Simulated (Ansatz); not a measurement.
## Redistribution: C5H11Br + C2H2BrF → C5H12 + C2HBr2F

Gas-phase species: C5H11Br (1-bromopentane) `CCCCCBr`, singlet; C2H2BrF `C=C(F)Br`, singlet; C5H12 `CCCCC`, singlet; C2HBr2F `F/C(Br)=C/Br`, singlet. The partners trade Br for H; both sit on C, so the bond types are kept.

Shapes, held fixed at every level: PBE0-D4/def2-TZVP. Flexible molecules stand in one conformer, not always the lowest. Programs: Ansatz 0.2.0. Electronic energies: no zero-point or thermal term.

Q: Estimate ΔE of this reaction.

A: The highest level, CCSD(T)/def2-TZVPP, gives ΔE = +25.6 kJ/mol; the levels span +22.3 to +27.2. The column of differences is taken from that level and isn't an error. No measured value is set beside it here. Relativity is left out for Br. Outer-core shells of Br are correlated, in sets that cover them unevenly.

| level | kind | ΔE (kJ/mol) | less CCSD(T)/def2-TZVPP |
| --- | --- | --- | --- |
| r2SCAN-D4/def2-TZVPP | meta-GGA | +24.3 | -1.3 |
| B3LYP-D4/def2-TZVPP | global hybrid | +23.7 | -1.9 |
| wB97M-V/def2-TZVPP | range-separated hybrid | +25.6 | 0.0 |
| B2PLYP/def2-TZVPP | double hybrid | +25.2 | -0.4 |
| MP2/def2-TZVPP | perturbation theory | +22.3 | -3.3 |
| CCSD/def2-TZVPP | coupled cluster or CI | +27.2 | +1.6 |
| CCSD(T)/def2-TZVPP | coupled cluster or CI | +25.6 | 0.0 |
